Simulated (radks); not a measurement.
The numbers below are computed, except where a source is named.
Question: A nucleus of charge 64.2 with 62 electrons, 62 electrons, occupied as [Xe] 4f7 5d1. Level of theory: Dirac Kohn-Sham, PBE, spin-unpolarised, spherical densities, point nucleus; open shells are shared between the two j in proportion to 2j + 1 (a radial shooting solver on a logarithmic mesh with Libxc functionals). Some entries of the table are withheld. Estimate them.

orbital,occ.,eigenvalue (hartree),<r^2> (bohr^2)
1s1/2,2,(1),0.0006500
2s1/2,2,-306.5959,0.01014
2p1/2,2,-291.1817,0.007358
2p3/2,4,-265.2447,0.008591
3s1/2,2,-68.52724,0.06758
3p1/2,2,-61.84888,0.06294
3p3/2,4,-56.52166,0.06999
3d3/2,4,-45.00594,(2)
3d5/2,6,-43.84521,(3)
4s1/2,2,-14.31412,0.3418
4p1/2,2,-11.71051,0.3594
4p3/2,4,-10.52278,0.3978
4d3/2,4,-6.23523,0.4552
4d5/2,6,-6.02014,0.4703
5s1/2,2,-2.44931,(4)
5p1/2,2,(5),(6)
5p3/2,4,(7),(8)
4f5/2,3,-0.97060,(9)
4f7/2,4,-0.94167,(10)
5d3/2,0.4,-0.64449,5.977
5d5/2,0.6,-0.63013,6.215

Answer: 
(1) 1s1/2 eigenvalue (hartree): -1852.852
(2) 3d3/2 <r^2> (bohr^2): 0.05585
(3) 3d5/2 <r^2> (bohr^2): 0.05782
(4) 5s1/2 <r^2> (bohr^2): 1.962
(5) 5p1/2 eigenvalue (hartree): -1.72717
(6) 5p1/2 <r^2> (bohr^2): 2.458
(7) 5p3/2 eigenvalue (hartree): -1.56099
(8) 5p3/2 <r^2> (bohr^2): 2.767
(9) 4f5/2 <r^2> (bohr^2): 0.9110
(10) 4f7/2 <r^2> (bohr^2): 0.9378
